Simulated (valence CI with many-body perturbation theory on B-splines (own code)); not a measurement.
Tb XVII: E2, M1 decay

Level of theory: relativistic CI+MBPT: three valence electrons over a frozen Dirac-Fock core [Kr] 4d10, a basis of 8 s, 8 p, 9 d, 9 f, 6 g, 3 h, 2 i functions for each j, with the one-electron correlation potential Σ1, the two-electron term Σ2, the three-electron term Σ3, Breit, model QED; selected CI, second order for the rest (own B-spline code, finite nucleus).

No measured levels were compared; by estimate terms of the open shell hold to a few per cent of their energy, and close levels can change places. Core correlation moves these levels by up to 38000 cm⁻¹, and in measured spectra 5 to 20 % of such shifts remained as error; rates that hang on mixing are uncertain with them.

Lines 51 to 100 of 120 in falling wavelength, among levels below 22.602 eV, chosen from the decays that carry over 1 % of a level's rate. Wavelengths and rates use the calculated energies, so an error of 2000 cm⁻¹ moves a line at 620.1 nm by 12 % and its rate by three times that or more. Electric multipoles are in the length gauge, E1 and E2 with the static RPA response of the core. S is in atomic units (e²a₀⁴ for E2 and M2, e²a₀⁶ for E3), for M1 in squared Bohr magnetons. Weak lines are less certain than strong ones. Lines between different terms over intervals too small for the method are left out, as are lines whose strength nearly cancels. Where a level lies close to another of its J and parity, the split of strength between their lines is uncertain.

Names give the largest LS component (configuration and term), which can be under half, so a name can repeat, a term be missing and a line seem to break the LS rules; names also repeat where a configuration has a term twice. Letters in brackets count levels of one name in rising energy.

| λ vac (nm) | Upper | Lower | Type | A (s⁻¹) | S (a.u.) |
| --- | --- | --- | --- | --- | --- |
| 620.1 | 4f3 4G°_7/2 | 4f3 2H°_9/2 [a] | M1 | 2.91e-01 | 2.06e-02 |
| 607.9 | 4f3 2L°_15/2 | 4f3 2K°_15/2 | M1 | 1.28e+01 | 1.71e+00 |
| 603.5 | 4f3 4D°_5/2 | 4f3 4G°_7/2 | M1 | 4.44e-01 | 2.17e-02 |
| 600.3 | 4f3 2D°_3/2 [a] | 4f3 4F°_5/2 | M1 | 1.37e+01 | 4.41e-01 |
| 588.1 | 4f3 4D°_1/2 | 4f3 2D°_3/2 [a] | M1 | 2.01e+00 | 3.03e-02 |
| 558.9 | 4f3 4G°_9/2 | 4f3 2H°_9/2 [a] | M1 | 6.94e+00 | 4.49e-01 |
| 552.5 | 4f3 2G°_9/2 [a] | 4f3 4F°_7/2 | M1 | 4.44e+00 | 2.78e-01 |
| 551.1 | 4f3 2I°_13/2 | 4f3 2K°_15/2 | M1 | 1.27e+00 | 1.10e-01 |
| 535.7 | 4f3 2P°_1/2 | 4f3 4S°_3/2 | M1 | 1.27e+01 | 1.45e-01 |
| 531.3 | 4f3 2H°_9/2 [a] | 4f3 4I°_11/2 | M1 | 9.50e+00 | 5.28e-01 |
| 519.2 | 4f3 2I°_11/2 | 4f3 2K°_13/2 | M1 | 1.65e+00 | 1.03e-01 |
| 500.3 | 4f3 2L°_17/2 | 4f3 2K°_15/2 | M1 | 1.15e+01 | 9.61e-01 |
| 494.0 | 4f3 2D°_3/2 [a] | 4f3 4F°_3/2 | M1 | 1.07e+01 | 1.91e-01 |
| 479.7 | 4f3 2D°_5/2 [a] | 4f3 4S°_3/2 | M1 | 1.79e+00 | 4.39e-02 |
| 479.5 | 4f3 2D°_5/2 [a] | 4f3 4F°_7/2 | M1 | 1.77e+01 | 4.33e-01 |
| 464.1 | 4f3 4D°_5/2 | 4f3 2G°_7/2 [a] | M1 | 5.17e-01 | 1.15e-02 |
| 455.0 | 4f3 2L°_15/2 | 4f3 2K°_13/2 | M1 | 1.52e+01 | 8.48e-01 |
| 453.5 | 4f3 4D°_7/2 | 4f3 4G°_9/2 | M1 | 5.29e-01 | 1.46e-02 |
| 447.8 | 4f3 4D°_5/2 | 4f3 4G°_5/2 | M1 | 3.48e+00 | 6.94e-02 |
| 444.9 | 4f3 2G°_9/2 [a] | 4f3 2H°_9/2 [a] | M1 | 1.06e+00 | 3.46e-02 |
| 444.6 | 4f3 4D°_3/2 | 4f3 4G°_5/2 | M1 | 5.41e-01 | 7.05e-03 |
| 439.4 | 4f3 2H°_11/2 [a] | 4f3 4I°_13/2 | M1 | 1.36e+01 | 5.12e-01 |
| 429.6 | 4f3 2D°_5/2 [a] | 4f3 4F°_5/2 | M1 | 3.61e+00 | 6.36e-02 |
| 422.4 | 4f3 2I°_13/2 | 4f3 2K°_13/2 | M1 | 6.83e+00 | 2.67e-01 |
| 419.9 | 4f3 4D°_7/2 | 4f3 4G°_7/2 | M1 | 7.40e-01 | 1.62e-02 |
| 419.9 | 4f3 2I°_11/2 | 4f3 2H°_11/2 [a] | M1 | 5.63e+00 | 1.85e-01 |
| 405.2 | 4f3 2P°_1/2 | 4f3 4F°_3/2 | M1 | 4.97e+00 | 2.45e-02 |
| 404.6 | 4f3 2H°_9/2 [a] | 4f3 4I°_9/2 | M1 | 2.22e+01 | 5.44e-01 |
| 372.3 | 4f3 2D°_5/2 [a] | 4f3 4F°_3/2 | M1 | 1.76e+00 | 2.02e-02 |
| 369.7 | 4f3 4F°_9/2 | 4f3 4I°_11/2 | M1 | 4.59e+00 | 8.61e-02 |
| 369.0 | 4f3 2K°_15/2 | 4f3 4I°_15/2 | M1 | 2.26e+01 | 6.72e-01 |
| 366.1 | 4f3 2K°_13/2 | 4f3 4I°_13/2 | M1 | 9.40e+00 | 2.39e-01 |
| 356.9 | 4f3 2P°_3/2 | 4f3 4S°_3/2 | M1 | 9.59e+00 | 6.46e-02 |
| 354.2 | 4f3 2I°_13/2 | 4f3 2H°_11/2 [a] | M1 | 1.62e+00 | 3.75e-02 |
| 353.2 | 4f3 4D°_5/2 | 4f3 4S°_3/2 | M1 | 1.03e+00 | 1.01e-02 |
| 353.1 | 4f3 4D°_5/2 | 4f3 4F°_7/2 | M1 | 1.76e+00 | 1.73e-02 |
| 349.4 | 4f3 2H°_11/2 [a] | 4f3 4I°_11/2 | M1 | 7.79e+00 | 1.48e-01 |
| 343.7 | 4f3 4F°_7/2 | 4f3 4I°_9/2 | M1 | 4.51e-01 | 5.43e-03 |
| 328.4 | 4f3 2P°_3/2 | 4f3 4F°_5/2 | M1 | 1.35e+01 | 7.10e-02 |
| 325.3 | 4f3 4D°_5/2 | 4f3 4F°_5/2 | M1 | 3.40e-01 | 2.61e-03 |
| 323.6 | 4f3 4D°_3/2 | 4f3 4F°_5/2 | M1 | 1.37e+00 | 6.90e-03 |
| 320.2 | 4f3 4D°_1/2 | 4f3 4S°_3/2 | M1 | 1.40e+00 | 3.40e-03 |
| 315.3 | 4f3 4D°_7/2 | 4f3 4F°_9/2 | M1 | 3.06e-01 | 2.84e-03 |
| 304.5 | 4f3 2K°_15/2 | 4f3 4I°_13/2 | M1 | 1.78e+01 | 2.97e-01 |
| 303.6 | 4f3 4F°_9/2 | 4f3 4I°_9/2 | M1 | 4.17e+00 | 4.32e-02 |
| 301.4 | 4f3 2K°_13/2 | 4f3 4I°_11/2 | M1 | 2.14e+01 | 3.04e-01 |
| 297.5 | 4f3 2I°_11/2 | 4f3 2H°_9/2 [a] | M1 | 2.29e+00 | 2.69e-02 |
| 297.1 | 4f3 4D°_1/2 | 4f3 4F°_5/2 | E2 | 7.24e-02 | 2.99e-02 |
| 293.8 | 4f3 2P°_3/2 | 4f3 4F°_3/2 | M1 | 3.74e+00 | 1.41e-02 |
| 291.3 | 4f3 4D°_5/2 | 4f3 4F°_3/2 | M1 | 3.37e+00 | 1.85e-02 |
